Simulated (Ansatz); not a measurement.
Basis-set extrapolation for CH₇NOSi₂ (`N=C(O)[SiH2][SiH3]`) (PBE0-D4/def2-TZVP geometry, frozen core, the Gaussian-basis code of Ansatz). Multiplicity 1, RHF reference.

|  | def2-TZVPP | def2-QZVPP |
| --- | --- | --- |
| HF | -749.199319 | -749.225005 |
| MP2 correlation | -0.849391 | -0.911901 |
| CCSD(T) correlation | -0.937361 | not run |

Energies in hartree. Use E(X) = E(∞) + A·exp(−7.88·√X) for Hartree–Fock and E(X) = E(∞) + B·X^(−2.97) for correlation, with X = 3 and 4, and add CCSD(T) minus MP2 of the smaller set to the MP2 limit.

What is the CCSD(T) energy at the basis-set limit?

HF limit: -749.225005 + (-0.025686) × 0.13774 = -749.22854. MP2 limit: -0.911901 + (-0.062510) × 0.74074 = -0.95820. Higher-order term: -0.937361 − (-0.849391) = -0.08797. Total: -750.27471 hartree, 362.4 kJ/mol below CCSD(T)/def2-TZVPP.
